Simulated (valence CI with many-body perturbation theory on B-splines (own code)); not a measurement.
**Kr XXXII: electric-dipole lines**

Calculated by relativistic CI+MBPT: three valence electrons over a frozen Dirac-Fock core [He], radial functions for each j: 11 s, 11 p, 10 d, 8 f, 5 g, 2 h, with the one-electron correlation potential Σ1, the two-electron term Σ2, the three-electron term Σ3, Breit, model QED; selected CI, second order for the rest, scaled by the run's own slope (own B-spline code, finite nucleus).

No measured spectrum was set against this ion. As an estimate, large intervals hold to a few tenths of a per cent, small ones and those within an open d or f shell to about a per cent.

Lines 151 to 200 of 593 in falling wavelength, among levels below 3066.8 eV, chosen from the strongest by gf and those to the six lowest levels. Wavelengths and rates use the calculated energies. Electric multipoles are in the length gauge, E1 and E2 with the static RPA response of the core. Weak lines are less certain than strong ones. Lines between different terms over intervals too small for the method are left out, as are lines whose strength nearly cancels. Where a level lies close to another of its J and parity, the split of strength between their lines is uncertain. The highest levels of a list are the least certain.

Levels are named by their leading jj configuration (3d3/2^4 stands for four electrons in 3d with j = 3/2), which in mixed levels can hold well under half, so a name can repeat and another be missing. Letters in brackets count levels of one name in rising energy.

```tsv
λ vac (Å)	Upper	Lower	A (s⁻¹)	S (a.u.) with core polarisation	S without
72.44	(2s 2p3/2 4d3/2) J=5/2 [b]	(2s^2 4d3/2) J=3/2	4.48e+10	5.04e-02	5.06e-02
72.39	(2p1/2 2p3/2 3s) J=5/2	(2s 2p1/2 3s) J=3/2	2.47e+10	2.77e-02	2.78e-02
72.36	(2s 2p3/2 4d5/2) J=5/2 [b]	(2s^2 4d5/2) J=5/2	5.80e+10	6.51e-02	6.53e-02
72.24	(2s 2p3/2 4p1/2) J=3/2 [b]	(2s^2 4p1/2) J=1/2	5.56e+10	4.14e-02	4.15e-02
72.21	(2s 2p3/2 4f7/2) J=5/2 [b]	(2s^2 4f7/2) J=7/2	5.74e+10	6.40e-02	6.42e-02
72.19	(2s 2p3/2 3d3/2) J=5/2 [b]	(2s^2 3d3/2) J=3/2	4.02e+10	4.48e-02	4.50e-02
72.15	(2s 2p3/2 4p3/2) J=3/2 [b]	(2s^2 4p3/2) J=3/2	5.93e+10	4.40e-02	4.41e-02
72.12	(2s 2p3/2 4f5/2) J=3/2 [b]	(2s^2 4f5/2) J=5/2	5.65e+10	4.19e-02	4.20e-02
72.08	(2s 2p3/2 4s) J=3/2 [b]	(2s^2 4s) J=1/2	5.83e+10	4.31e-02	4.32e-02
71.62	(2s 2p3/2 4d5/2) J=3/2 [b]	(2s^2 4d5/2) J=5/2	6.47e+10	4.69e-02	4.70e-02
71.56	(2s 2p3/2 3d3/2) J=3/2 [b]	(2s^2 3d3/2) J=3/2	5.79e+10	4.19e-02	4.20e-02
71.19	(2s 2p3/2 3d5/2) J=5/2 [b]	(2s^2 3d5/2) J=5/2	6.00e+10	6.41e-02	6.43e-02
71.04	(2s 2p3/2 3p3/2) J=3/2 [b]	(2s^2 3p3/2) J=3/2	5.56e+10	3.93e-02	3.94e-02
70.85	(2s 2p3/2 3p1/2) J=3/2 [b]	(2s^2 3p1/2) J=1/2	5.35e+10	3.75e-02	3.76e-02
70.51	(2s 2p3/2 3s) J=3/2 [b]	(2s^2 3s) J=1/2	5.82e+10	4.03e-02	4.04e-02
70.28	(2p3/2^2 3p3/2) J=7/2	(2s 2p3/2 3p3/2) J=7/2	2.78e+10	3.81e-02	3.82e-02
70.05	(2p3/2^2 3d5/2) J=9/2	(2s 2p3/2 3d5/2) J=9/2	2.46e+10	4.17e-02	4.18e-02
70.02	(2p3/2^2 3p1/2) J=5/2	(2s 2p3/2 3p1/2) J=5/2	2.80e+10	2.84e-02	2.85e-02
69.94	(2s 2p1/2 2p3/2) J=3/2 [b]	(2s^2 2p1/2) J=1/2	4.75e+10	3.21e-02	3.22e-02
69.81	(2s 2p3/2 3d5/2) J=3/2 [b]	(2s^2 3d5/2) J=5/2	6.49e+10	4.36e-02	4.37e-02
68.98	(2p3/2^2 3s) J=5/2	(2s 2p3/2 3s) J=5/2	2.79e+10	2.72e-02	2.72e-02
67.55	(2p1/2 2p3/2^2) J=3/2	(2s 2p1/2 2p3/2) J=5/2	6.55e+09	3.99e-03	4.00e-03
66.50	(2p1/2 2p3/2^2) J=1/2	(2s 2p1/2 2p3/2) J=3/2 [b]	8.59e+10	2.49e-02	2.50e-02
66.49	(2s 2p1/2 2p3/2) J=1/2	(2s^2 2p1/2) J=1/2	9.78e+10	2.84e-02	2.85e-02
65.06	(2s 2p3/2^2) J=1/2	(2s^2 2p3/2) J=3/2	8.27e+10	2.25e-02	2.26e-02
64.61	(2s 2p3/2^2) J=3/2	(2s^2 2p3/2) J=3/2	1.20e+11	6.40e-02	6.42e-02
64.15	(2p1/2^2 2p3/2) J=3/2	(2s 2p1/2^2) J=1/2	3.42e+10	1.78e-02	1.79e-02
63.35	(2p1/2 2p3/2^2) J=5/2	(2s 2p1/2 2p3/2) J=5/2	2.57e+10	1.94e-02	1.94e-02
61.69	(2p1/2 2p3/2^2) J=3/2	(2s 2p1/2 2p3/2) J=3/2 [a]	3.64e+10	1.69e-02	1.69e-02
18.95	(2s 2p3/2 4f7/2) J=5/2 [a]	(2s 2p3/2 3d3/2) J=3/2 [b]	3.79e+11	7.65e-03	7.65e-03
18.75	(2s 2p3/2 4f7/2) J=9/2 [b]	(2p1/2 2p3/2 3p3/2) J=7/2	2.72e+11	8.86e-03	8.86e-03
18.34	(2s 2p1/2 4f7/2) J=7/2 [a]	(2s 2p1/2 3d5/2) J=5/2 [b]	1.02e+12	2.48e-02	2.48e-02
18.32	(2s 2p1/2 4f5/2) J=5/2 [a]	(2s 2p1/2 3d5/2) J=3/2	9.58e+11	1.74e-02	1.74e-02
18.30	(2s 2p1/2 4p3/2) J=5/2	(2s 2p1/2 3d5/2) J=7/2	3.81e+11	6.91e-03	6.91e-03
18.29	(2s 2p3/2 4p3/2) J=5/2 [b]	(2s 2p3/2 3d5/2) J=7/2 [b]	4.06e+11	7.35e-03	7.35e-03
18.29	(2s 2p3/2 4f5/2) J=3/2 [a]	(2s 2p3/2 3d5/2) J=1/2	7.22e+11	8.73e-03	8.73e-03
18.29	(2s 2p3/2 4f5/2) J=7/2 [b]	(2p1/2 2p3/2 3p1/2) J=5/2	4.46e+11	1.08e-02	1.08e-02
18.27	(2s 2p1/2 4f7/2) J=5/2	(2s 2p3/2 3s) J=3/2 [b]	6.82e+11	1.23e-02	1.23e-02
18.24	(2s 2p3/2 4s) J=5/2	(2s 2p3/2 3p3/2) J=5/2 [a]	4.35e+11	7.82e-03	7.81e-03
18.23	(2s 2p3/2 4f7/2) J=3/2	(2s 2p3/2 3d5/2) J=1/2	9.12e+12	1.09e-01	1.09e-01
18.16	(2s 2p3/2 4f7/2) J=7/2 [a]	(2s 2p3/2 3d5/2) J=7/2 [a]	1.97e+12	4.67e-02	4.67e-02
18.16	(2s 2p3/2 4p3/2) J=7/2	(2s 2p3/2 3d5/2) J=9/2	3.54e+11	8.38e-03	8.38e-03
18.15	(2s 2p3/2 4f5/2) J=9/2	(2s 2p3/2 3d5/2) J=7/2 [a]	1.38e+13	4.08e-01	4.08e-01
18.14	(2s 2p3/2 4s) J=3/2 [a]	(2s 2p3/2 3p3/2) J=5/2 [a]	8.69e+11	1.02e-02	1.02e-02
18.13	(2p1/2^2 4s) J=1/2	(2p1/2^2 3p3/2) J=3/2	1.78e+12	1.04e-02	1.04e-02
18.10	(2s 2p1/2 4f5/2) J=7/2	(2s 2p1/2 3d5/2) J=5/2 [b]	1.51e+12	3.53e-02	3.53e-02
18.09	(2s 2p1/2 4s) J=1/2 [a]	(2s 2p1/2 3p3/2) J=3/2 [a]	1.78e+12	1.04e-02	1.04e-02
18.09	(2s 2p1/2 4f5/2) J=5/2 [b]	(2s 2p1/2 3d5/2) J=5/2 [b]	5.18e+11	9.07e-03	9.07e-03
18.08	(2s 2p1/2 4s) J=1/2 [b]	(2s 2p1/2 3p3/2) J=3/2 [b]	1.20e+12	7.03e-03	7.02e-03
18.06	(2s 2p1/2 4f7/2) J=5/2	(2s 2p1/2 3d5/2) J=5/2 [b]	7.94e+11	1.38e-02	1.39e-02
```
